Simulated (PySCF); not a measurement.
C8H17O: g tensor and hyperfine couplings

Species: C₈H₁₇O (doublet state).
SMILES with atom numbers: `[CH2:1][O:2][C@:3]([CH3:4])([CH2:5][CH3:6])[CH2:7][CH2:8][CH3:9]` (hydrogens: H10, H11 on C1; H12, H13, H14 on C4; H15, H16 on C5; H17, H18, H19 on C6; H20, H21 on C7; H22, H23 on C8; H24, H25, H26 on C9)

Cartesian coordinates in Å at the PBE0-D3(BJ)/def2-SVP level; atoms count from 1:
```xyz
26
C8H17O angstrom
C     -1.7982    2.2529    0.5317
O     -0.6182    1.6438    0.3192
C     -0.5677    0.4365   -0.4578
C     -1.1796    0.6873   -1.8322
C     -1.3068   -0.6751    0.3038
C     -1.1555   -2.0746   -0.2696
C      0.9290    0.1530   -0.6035
C      1.6793   -0.0950    0.6961
C      3.1805   -0.2163    0.4905
H     -1.7207    3.1236    1.1851
H     -2.7230    1.6677    0.5077
H     -0.6735    1.5333   -2.3196
H     -2.2501    0.9270   -1.7570
H     -1.0693   -0.1966   -2.4761
H     -2.3777   -0.4177    0.3446
H     -0.9539   -0.6553    1.3474
H     -1.4966   -2.1321   -1.3148
H     -1.7545   -2.7948    0.3074
H     -0.1116   -2.4219   -0.2412
H      1.3710    1.0250   -1.1148
H      1.0626   -0.7011   -1.2884
H      1.3025   -1.0122    1.1802
H      1.4562    0.7304    1.3910
H      3.5990    0.7030    0.0500
H      3.4279   -1.0469   -0.1908
H      3.7068   -0.3987    1.4396
```

The hyperfine couplings belong to this conformer and change with its torsions.

Computed with UKS B3LYP, IGLO-III on C O, pcH-1 on H, non-relativistic, mean-field spin-orbit, GIAO in PySCF. Geometry: PBE0-D3(BJ)/def2-SVP, one conformer, isolated molecule. Stability of the SCF solution: not tested.

```
g1, g2, g3        : 2.00216, 2.00362, 2.00441
g_iso             : 2.00340
Form of g         : rhombic: the two nearest values differ by 35 % of g3 − g1
⟨S²⟩              : 0.7537 (exact 0.7500)
α and β electrons : 37, 36
```

Isotropic coupling and dipolar principal values T1 to T3, in MHz; ρ(0) is the spin density at the nucleus:

```json
{"atom": "C1", "isotope": "13C", "a_iso": "142.5", "T1": "-70.6", "T2": "-69.3", "T3": "139.9", "Mulliken spin population": "0.97", "ρ(0) (bohr⁻³)": "0.1268"}
{"atom": "O2", "isotope": "17O", "a_iso": "-23.6", "T1": "-70.8", "T2": "34.2", "T3": "36.6", "Mulliken spin population": "0.11", "ρ(0) (bohr⁻³)": "0.0389"}
{"atom": "C3", "isotope": "13C", "a_iso": "-3.2", "T1": "-1.5", "T2": "-1.1", "T3": "2.5", "Mulliken spin population": "-0.02", "ρ(0) (bohr⁻³)": "-0.0028"}
{"atom": "C4", "isotope": "13C", "a_iso": "-0.9", "T1": "-2.1", "T2": "0.1", "T3": "2.1", "Mulliken spin population": "0.02", "ρ(0) (bohr⁻³)": "-0.0008"}
{"atom": "C5", "isotope": "13C", "a_iso": "1.6", "T1": "-1.6", "T2": "-0.2", "T3": "1.8", "Mulliken spin population": "0.01", "ρ(0) (bohr⁻³)": "0.0014"}
{"atom": "C6", "isotope": "13C", "a_iso": "-1.1", "T1": "-0.2", "T2": "-0.2", "T3": "0.4", "Mulliken spin population": "0.00", "ρ(0) (bohr⁻³)": "-0.0009"}
{"atom": "C7", "isotope": "13C", "a_iso": "-1.0", "T1": "-0.6", "T2": "-0.4", "T3": "1.0", "Mulliken spin population": "0.00", "ρ(0) (bohr⁻³)": "-0.0009"}
{"atom": "C8", "isotope": "13C", "a_iso": "0.3", "T1": "-0.4", "T2": "-0.3", "T3": "0.7", "Mulliken spin population": "0.00", "ρ(0) (bohr⁻³)": "0.0002"}
{"atom": "C9", "isotope": "13C", "a_iso": "0.2", "T1": "-0.2", "T2": "-0.1", "T3": "0.3", "Mulliken spin population": "0.00", "ρ(0) (bohr⁻³)": "0.0002"}
{"atom": "H10", "isotope": "1H", "a_iso": "-42.6", "T1": "-33.2", "T2": "-1.2", "T3": "34.3", "Mulliken spin population": "-0.04", "ρ(0) (bohr⁻³)": "-0.0095"}
{"atom": "H11", "isotope": "1H", "a_iso": "-30.8", "T1": "-33.5", "T2": "-0.3", "T3": "33.8", "Mulliken spin population": "-0.03", "ρ(0) (bohr⁻³)": "-0.0069"}
{"atom": "H12", "isotope": "1H", "a_iso": "-0.8", "T1": "-2.5", "T2": "-2.4", "T3": "4.9", "Mulliken spin population": "0.00", "ρ(0) (bohr⁻³)": "-0.0002"}
{"atom": "H13", "isotope": "1H", "a_iso": "0.8", "T1": "-4.6", "T2": "-2.9", "T3": "7.5", "Mulliken spin population": "0.00", "ρ(0) (bohr⁻³)": "0.0002"}
{"atom": "H14", "isotope": "1H", "a_iso": "-2.8", "T1": "-2.0", "T2": "-1.2", "T3": "3.2", "Mulliken spin population": "0.00", "ρ(0) (bohr⁻³)": "-0.0006"}
{"atom": "H15", "isotope": "1H", "a_iso": "0.3", "T1": "-3.2", "T2": "-2.4", "T3": "5.6", "Mulliken spin population": "0.00", "ρ(0) (bohr⁻³)": "0.0001"}
{"atom": "H16", "isotope": "1H", "a_iso": "-0.7", "T1": "-2.4", "T2": "-2.2", "T3": "4.6", "Mulliken spin population": "0.00", "ρ(0) (bohr⁻³)": "-0.0002"}
{"atom": "H17", "isotope": "1H", "a_iso": "0.1", "T1": "-0.7", "T2": "-0.7", "T3": "1.5", "Mulliken spin population": "0.00", "ρ(0) (bohr⁻³)": "0.0000"}
{"atom": "H18", "isotope": "1H", "a_iso": "1.1", "T1": "-0.6", "T2": "-0.6", "T3": "1.2", "Mulliken spin population": "0.00", "ρ(0) (bohr⁻³)": "0.0003"}
{"atom": "H19", "isotope": "1H", "a_iso": "0.8", "T1": "-0.7", "T2": "-0.7", "T3": "1.3", "Mulliken spin population": "0.00", "ρ(0) (bohr⁻³)": "0.0002"}
{"atom": "H20", "isotope": "1H", "a_iso": "-0.1", "T1": "-2.0", "T2": "-1.8", "T3": "3.8", "Mulliken spin population": "0.00", "ρ(0) (bohr⁻³)": "0.0000"}
{"atom": "H21", "isotope": "1H", "a_iso": "-0.7", "T1": "-1.1", "T2": "-1.0", "T3": "2.0", "Mulliken spin population": "0.00", "ρ(0) (bohr⁻³)": "-0.0002"}
{"atom": "H22", "isotope": "1H", "a_iso": "0.0", "T1": "-1.0", "T2": "-1.0", "T3": "2.0", "Mulliken spin population": "0.00", "ρ(0) (bohr⁻³)": "0.0000"}
{"atom": "H23", "isotope": "1H", "a_iso": "0.7", "T1": "-2.1", "T2": "-2.0", "T3": "4.1", "Mulliken spin population": "0.00", "ρ(0) (bohr⁻³)": "0.0002"}
{"atom": "H24", "isotope": "1H", "a_iso": "0.0", "T1": "-0.5", "T2": "-0.5", "T3": "1.0", "Mulliken spin population": "0.00", "ρ(0) (bohr⁻³)": "0.0000"}
{"atom": "H25", "isotope": "1H", "a_iso": "0.1", "T1": "-0.4", "T2": "-0.4", "T3": "0.7", "Mulliken spin population": "0.00", "ρ(0) (bohr⁻³)": "0.0000"}
{"atom": "H26", "isotope": "1H", "a_iso": "0.0", "T1": "-0.4", "T2": "-0.4", "T3": "0.8", "Mulliken spin population": "0.00", "ρ(0) (bohr⁻³)": "0.0000"}
```

Largest spin populations (Mulliken): C1 (+0.97) and O2 (+0.11). C1 is the only atom above +0.15. The angles at C1 add up to 352.9°, so it is slightly pyramidal.

Axes: g2 points within 11° of the C1–O2 bond.

Under fast tumbling the dipolar parts average out, and these isotropic splittings remain: 1 × 1H (H10, I = 1/2, 2 lines) with 1.52 mT, 1 × 1H (H11, I = 1/2, 2 lines) with 1.10 mT and 3 × 1H (H12/H13/H14, I = 1/2, 4 lines) with 0.03 mT.

Means are taken over nuclei equivalent by connectivity, which assumes that they swap fast. H10 and H11 aren't averaged: C1 is flat or nearly so (angle sum 353°), and its turn about the short C1–O2 bond (1.34 Å) is taken as slow.

The 17O coupling of O2 (-23.6 MHz) shows only in satellite lines or after enrichment, since that isotope makes up about 0.038 % of natural oxygen.

The 13C coupling of C1 (142.5 MHz) shows only in satellite lines or after enrichment, since that isotope makes up about 1.07 % of natural carbon.

The run took 4.4 min on an Arm Neoverse V1 with one thread, no GPU, on a shared host.
